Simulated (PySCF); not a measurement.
Give a PBE0-D3(BJ)/def2-SVP geometry of `[SeH][SiH2]C1CC1`.

```
atom  x, y, z in Å
Se1    3.147   -0.974    0.304
Si2    1.517    0.627    0.214
C3    -0.082   -0.035   -0.467
C4    -1.095   -0.661    0.462
C5    -1.384    0.666   -0.156
H6     2.377   -1.815    1.235
H7     1.239    1.191    1.572
H8     2.116    1.686   -0.652
H9    -0.007   -0.492   -1.460
H10   -1.640   -1.536    0.100
H11   -0.871   -0.690    1.534
H12   -2.130    0.717   -0.954
H13   -1.361    1.551    0.487
```

Orientation and origin are arbitrary. Atoms count from 1 in this order. The 3-membered ring C3–C4–C5 has internal angles of 59.2° to 60.4°. Si2 (SiH2 silicon) is distorted tetrahedral (angles from 103.5° to 112.6°).

Bonds between heavy atoms (Å): Se1–Si2 2.286, Si2–C3 1.860, C3–C4 1.510, C4–C5 1.492, C3–C5 1.510.

Computed with PBE0-D3(BJ)/def2-SVP geometry optimisation, gas phase in PySCF 2.14.0.

Point group: C1 (no symmetry element, even within 0.4 Å). Not checked by PBE0-D3(BJ)/def2-SVP frequencies. One conformer, not necessarily the lowest (H–Se1–Si2–C3 -61°, Se1–Si2–C3–C4 88°).

On an Arm Neoverse V1 with one thread (shared host), this took 85 s and 0.51 GiB of memory at its peak. This is the geometry optimisation.
